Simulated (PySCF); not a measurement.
Isomers of [C7H13]+ (charge +1), one GFN2-xTB conformer each. Single-point energies are computed at PBE0/pcSseg-1 (PySCF, gas phase, no added dispersion term), electronic only.

Question: Rank them by PBE0/pcSseg-1 energy, lowest first (kJ/mol).
A. `[CH2:1]=[CH:2][CH2:3][CH2:4][C+:5]([CH3:6])[CH3:7]` (charge +1) with C1–C2–C3–C4 129°, C2–C3–C4–C5 -58°, C3–C4–C5–C6 -16°
B. `[CH2:1]=[CH:2][C+:3]([CH3:4])[CH2:5][CH2:6][CH3:7]` (charge +1) with C1–C2–C3–C4 -171°, C2–C3–C5–C6 74°, C3–C5–C6–C7 -88°
C. `[CH2:1]=[C:2]([CH3:3])[C+:4]([CH3:5])[CH2:6][CH3:7]` (charge +1) with C1–C2–C4–C5 -20°, C2–C4–C6–C7 -177°
D. `[CH2:1]=[CH:2][C+:3]([CH3:4])[CH:5]([CH3:6])[CH3:7]` (charge +1) with C1–C2–C3–C4 10°, C2–C3–C5–C6 -79°
E. `[CH2:1]=[C:2]([CH3:3])[CH2:4][C+:5]([CH3:6])[CH3:7]` (charge +1) with C1–C2–C4–C5 89°, C2–C4–C5–C6 86°
F. `[CH3:1][C+:2]1[CH2:3][CH2:4][CH2:5][CH2:6][CH2:7]1` (charge +1) with C1–C2–C3–C4 102°, C2–C3–C4–C5 57°, C3–C4–C5–C6 -57°, C4–C5–C6–C7 58°

Answer: F (0.0), C (69.5), D (77.6), E (85.1), B (93.1), A (113.1).

Neighbours under 21 kJ/mol apart (C=C(C)[C+](C)CC and C=C[C+](C)C(C)C; C=C[C+](C)C(C)C and C=C(C)C[C+](C)C; C=C(C)C[C+](C)C and C=C[C+](C)CCC; C=C[C+](C)CCC and C=CCC[C+](C)C) can change places with a better method, another conformer or zero-point energy. GFN2-xTB itself gives, in the same order: 0.0, 103.5, 122.7, 108.4, 122.9, 131.9. Both levels put the same isomer lowest; measured from each level's own lowest isomer, the values differ by up to 45.1 kJ/mol (C=C[C+](C)C(C)C: 122.7 against 77.6).

Q: Which frontier levels and rotational constants go with these structures?

A: 
| SMILES | HOMO (eV, PBE0/pcSseg-1) | LUMO (eV) | A, B, C (MHz) |
| --- | --- | --- | --- |
| C[C+]1CCCCC1 | -13.99 | -7.96 | 3846, 2556, 1889 |
| C=C(C)[C+](C)CC | -13.22 | -8.39 | 4192, 1827, 1332 |
| C=C[C+](C)C(C)C | -13.67 | -8.46 | 4258, 1747, 1458 |
| C=C(C)C[C+](C)C | -12.48 | -7.59 | 3567, 2217, 1708 |
| C=C[C+](C)CCC | -13.60 | -8.36 | 3203, 2288, 1548 |
| C=CCC[C+](C)C | -11.65 | -8.18 | 4506, 1623, 1389 |

Q: As an exercise, what shares would exp(−E/RT) give at 2000 K from these electronic energies alone (no entropy, no degeneracies)?

A: RT = 16.629 kJ/mol: C[C+]1CCCCC1 96.6 %, C=C(C)[C+](C)CC 1.5 %, C=C[C+](C)C(C)C 0.9 %, C=C(C)C[C+](C)C 0.6 %, C=C[C+](C)CCC 0.4 %, C=CCC[C+](C)C 0.1 %.
